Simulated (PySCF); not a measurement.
## Calculated NMR parameters of C=N[Si@H](C(C)C)N(C)C

* Formula: C6H16N2Si
* SMILES: C=N[Si@H](C(C)C)N(C)C
* Point group of the computed structure: C1
* Degrees of unsaturation: 1
* Carbon signals: 5
* Proton signals: 7

Structure with atom numbers: `[CH2:1]=[N:2][Si@H:3]([CH:4]([CH3:5])[CH3:6])[N:7]([CH3:8])[CH3:9]`. Each H is labelled by its parent atom. Ha(C1) is cis to Si3; Hb(C1) is trans to Si3.

In vacuum, one conformer, non-relativistic Hamiltonian, averaged over atoms made equivalent by symmetry, fast rotation or ring inversion. Geometry from GFN2-xTB; GIAO PBE0/pcSseg-1 shieldings; PySCF 2.14.0 with density-fitted response routines.

Chemical shifts δ = σref − σ; $^{1}$H, $^{13}$C, $^{29}$Si vs TMS; NH3 for $^{15}$N, all at this level.

| carbon | δC, type | δH (multiplicity) | HMBC from (2–3 bonds) | span of the C tensor (ppm) |
| --- | --- | --- | --- | --- |
| C1 | 171.6, CH2 | Hb(C1) 8.71 (m); Ha(C1) 8.80 (m) | H(Si3) | 209 |
| C4 | 15.9, CH | 1.04 (m) | H(Si3), H(C6), H(C5) | 8 |
| C5 | 18.4, CH3 | 0.95 (m) | H(Si3), H(C6), H(C4) | 35 |
| C6 | 19.6, CH3 | 1.24 (d) | H(Si3), H(C4), H(C5) | 29 |
| C8/C9 | 39.6, CH3 | 2.56 (s) | H(Si3), H(C8)/H(C9) | 60 |

Other nuclei:
```json
{"atoms": "H(Si3)", "nucleus": "$^{1}$H", "environment": "hydrogen on a silicon bonded to C, 2 N", "δ (ppm)": "4.96", "σ (ppm)": "26.76"}
{"atoms": "Si3", "nucleus": "$^{29}$Si", "environment": "silicon bonded to C, 2 N, H", "δ (ppm)": "-18.1", "σ (ppm)": "367.3"}
{"atoms": "N2", "nucleus": "$^{15}$N", "environment": "imine nitrogen", "δ (ppm)": "434.2", "σ (ppm)": "-166.5"}
{"atoms": "N7", "nucleus": "$^{15}$N", "environment": "nitrogen bonded to 2 C, Si", "δ (ppm)": "20.1", "σ (ppm)": "247.7"}
```

Carbon types of the structure: 1 × CH, 1 × CH2, 4 × CH3, leaving 1 H on heteroatoms. δC 171.6: C=N carbon. δC 39.6: methyl carbon bonded to N; the inductive effect lowers its shielding. δC 19.6, 18.4: methyl carbon; saturated and bonded to C and H only. δH 8.80, 8.71: hydrogen on a C=N carbon. δH 2.56: hydrogen on a methyl carbon bonded to N; its carbon carries N, hence the downfield position.

Shifts are as computed. Against solution values, carbons near 30 ppm lie about +3 ppm off and those near 130 ppm about +5 ppm. Of 1211 compounds with measured shifts, 218 miss one by over three times the rms of a fit or turn the order of signals round; such compounds aren't used in these exercises. Experimental scales use liquid or dissolved standards, which lie at an offset from isolated NH3 (liquid NH3: subtract about 20 ppm). Unscaled 15N shifts of sp2 nitrogen come out 20 to 40 ppm too high even then. No couplings were computed; multiplicities are counted from neighbouring protons, with m where these are inequivalent, close in shift, in a saturated or five-membered ring or joined by F or P, and br s for small geminal =CH2 splittings.
